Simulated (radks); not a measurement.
Results of a calculation; reference values are marked as such.
Spherical jellium clusters: N electrons in a uniform positive sphere of charge N and radius rs N^(1/3), rs = 2.26 bohr. Level of theory: non-relativistic Kohn-Sham, LDA (Slater exchange, Perdew-Wang correlation), spin-polarised, spherical densities (a radial shooting solver with Libxc functionals). Levels are named by radial order and angular momentum (1s, 1p, 1d, 2s, ...), and open shells are averaged over m.

N = 10, configuration 1s2 1p6 1d(up 2, down 0). This is the lowest configuration that the search found. Occupied and some empty levels:

| level | occupation | eigenvalue (eV) | <r> (bohr) |
|---|---|---|---|
| 1s up | 1 | -9.6063 | 3.201 |
| 1s down | 1 | -9.3193 | 3.143 |
| 1p up | 3 | -6.1878 | 4.100 |
| 1p down | 3 | -5.7827 | 4.077 |
| 1d up | 2 | -2.5536 | 5.136 |
| 2s up | 0 | -2.3014 | 5.606 |
| 1d down | 0 | -2.1230 | 5.201 |
| 2s down | 0 | -2.0256 | 5.738 |
| 2p up | 0 | -0.41796 | 9.485 |
| 2p down | 0 | -0.27943 | 10.27 |

Energy (eV): total -6.10718, kinetic 44.961, external -629.76, Hartree 297.98, exchange-correlation -54.618, background 335.32.
